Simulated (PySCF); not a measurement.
**An excited-state table with gaps**

Compound: C3H8S3Si.
Geometry (GFN2-xTB, Å), atoms numbered from 1 in this order:
```
atom  x, y, z in Å
C1    -2.482   -0.408   -0.564
S2    -1.706   -0.525    1.071
C3     0.007   -0.063    0.701
C4     0.687   -1.071   -0.192
S5     2.455   -0.666   -0.401
Si6    2.174    1.450   -0.611
S7     0.118    1.626   -0.039
H8    -2.215    0.548   -1.006
H9    -3.552   -0.455   -0.393
H10   -2.170   -1.238   -1.191
H11    0.490   -0.019    1.679
H12    0.645   -2.062    0.257
H13    0.229   -1.099   -1.181
H14    2.277    1.869   -1.996
H15    3.039    2.121    0.339
```

The calculation used PySCF 2.14.0, density-fitted response routines, TDDFT PBE0/def2-SVPD, vertical, gas phase, core orbitals frozen in the response.

Lowest singlets, with some entries withheld (?).

| state | E (eV) | f | main configurations (H = HOMO, L = LUMO) |
| --- | --- | --- | --- |
| S1 | 5.00 | ? | ? |
| S2 | 5.06 | 0.0072 | H→L+1 (87%) |
| S3 | ? | ? | ? |
| S4 | 5.37 | ? | H-1→L (46%), H-2→L (25%), H→L (22%) |
| S5 | 5.46 | 0.0092 | ? |
| S6 | ? | 0.010 | H-2→L+1 (82%) |

Problem. Supply the missing values.

Solution. 
- S1: f = 0.0069; H→L (76%), H-1→L (12%), H-2→L (9%)
- S3: E = 5.17 eV; f = 0.0008; H-2→L (52%), H-1→L (35%)
- S4: f = 0.010
- S5: H-1→L+1 (77%), H-2→L (8%)
- S6: E = 5.50 eV

Problem. Where do the lowest triplets lie (Tamm–Dancoff)?

Solution. T1 4.70 eV, H→L (37%), H-1→L (20%), H-2→L (19%); T2 4.71 eV, H→L+1 (54%), H→L (18%), H→L+2 (9%). E(S1) − E(T1) = +0.30 eV.

Problem. What is the mean static polarisability from the same response equations?

Solution. 121.5 au (18.01 Å³), with principal values 98.7, 115.0 and 150.9 au.

Problem. How far apart are S3 and S5, in eV and cm⁻¹?

Solution. 5.457 − 5.174 = 0.283 eV, or about 2280 cm⁻¹.

One conformer stands for the species.
